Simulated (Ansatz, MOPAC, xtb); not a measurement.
## B2O2 (diboron dioxide): methods side by side

B2O2, singlet, SMILES `O=BB=O`. Each level relaxes the structure for itself.

Quantity: the zero-point energy at each level's own minimum, in kJ/mol. The values are calculated.

| level | kind | program | value (kJ/mol) |
| --- | --- | --- | --- |
| AM1 | semi-empirical | MOPAC | 41.9 |
| GFN1-xTB | semi-empirical | xtb | 36.9 |
| PM3 | semi-empirical | MOPAC | 41.3 |
| PM6-D3 | semi-empirical | MOPAC | 36.0 |
| HF/STO-3G | Hartree–Fock | Ansatz | 44.0 |
| HF/3-21G | Hartree–Fock | Ansatz | 40.2 |
| HF/6-31G* (Cartesian functions) | Hartree–Fock | Ansatz | 39.8 |
| PBE/def2-SVP | GGA | Ansatz | 36.0 |
| PBE-D3(BJ)/def2-TZVP | GGA | Ansatz | 35.5 |
| r2SCAN/def2-TZVP | meta-GGA | Ansatz | 36.4 |

Harmonic and unscaled. The values span 35.5 to 44.0 kJ/mol.
